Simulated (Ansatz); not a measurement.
Reaction (ligand exchange at a B–N bond): `CBN([SiH3])[SiH3]` + `OCO` → `CBOCO` + `[SiH3]N[SiH3]`

Computed with Ansatz on PBE0-D4/def2-TZVP structures; ΔE is electronic, products minus reactants. CCSD(T)/CBS is the MP2 limit (def2-TZVPP, def2-QZVPP) plus CCSD(T) − MP2 in def2-TZVPP, frozen cores. This one scheme is used for every species. Functionals use def2-TZVPP. B3LYP here is the variant with VWN-RPA as its local correlation; programs differ in this. One conformer a species, not always the lowest.

`CBN([SiH3])[SiH3]`:

Z-matrix (Å, degrees):
```
C
B 1 1.563
H 1 1.096 2 109.2
H 1 1.090 2 116.3 3 122.9
H 1 1.096 2 109.1 3 -114.2
N 2 1.420 1 126.9 3 -122.4
H 2 1.211 1 117.7 3 57.7
Si 6 1.748 2 127.9 1 0.8
Si 6 1.755 2 114.1 1 -179.2
H 8 1.481 6 110.9 2 4.2
H 8 1.486 6 109.9 2 -116.7
H 8 1.486 6 109.3 2 124.7
H 9 1.484 6 111.0 2 -62.9
H 9 1.483 6 110.9 2 59.0
H 9 1.489 6 107.3 2 178.0
```

`OCO`:

Cartesian coordinates in Å:
```
O 0.910 0.508 0.632
C -0.143 -0.313 0.223
O -0.658 0.043 -1.025
H 1.623 0.415 -0.007
H -0.895 -0.233 1.015
H 0.168 -1.358 0.119
H -1.005 0.938 -0.958
```

`CBOCO`:

```xyz
12

C     1.719    1.122   -0.545
B     0.709   -0.049   -0.350
O    -0.584    0.222   -0.053
C    -1.510   -0.811    0.203
O    -1.698   -0.990    1.563
H     2.535    1.029    0.180
H     1.267    2.109   -0.437
H     2.196    1.056   -1.529
H     1.036   -1.205   -0.465
H    -1.137   -1.762   -0.187
H    -2.438   -0.528   -0.305
H    -2.095   -0.192    1.925
```

`[SiH3]N[SiH3]`:

Z-matrix (Å, degrees):
```
Si
N 1 1.726
H 1 1.490 2 112.6
H 1 1.484 2 107.4 3 119.9
H 1 1.489 2 110.9 3 -120.0
Si 2 1.726 1 128.9 3 -109.8
H 2 1.011 1 115.5 3 66.2
H 6 1.490 2 112.6 1 109.8
H 6 1.484 2 107.4 1 -10.1
H 6 1.488 2 110.9 1 -130.1
```

| species | B3LYP energy (Eh) |
| --- | --- |
| `CBN([SiH3])[SiH3]` | -702.90515 |
| `OCO` | -191.04167 |
| `CBOCO` | -255.88387 |
| `[SiH3]N[SiH3]` | -638.07648 |

Problem. Work out ΔE.

Solution. ΔE = (-255.88387) + (-638.07648) − (-702.90515) − (-191.04167) = -0.01353 Eh = -8.5 kcal/mol. CCSD(T)/CBS gives -5.5 kcal/mol.

Largest T1 diagnostic among the species: 0.012.

In def2-TZVPP, CCSD(T) changes the Hartree–Fock value by +4.3 kcal/mol (the triples alone add +0.6 kcal/mol) and MP2 by +4.7 kcal/mol. The D4 term adds +2.2 kcal/mol with B3LYP and +1.2 kcal/mol with PBE0; it sums over pairs of atoms, weighted by their polarisabilities, and B3LYP, whose exchange is more repulsive, gets the larger term.
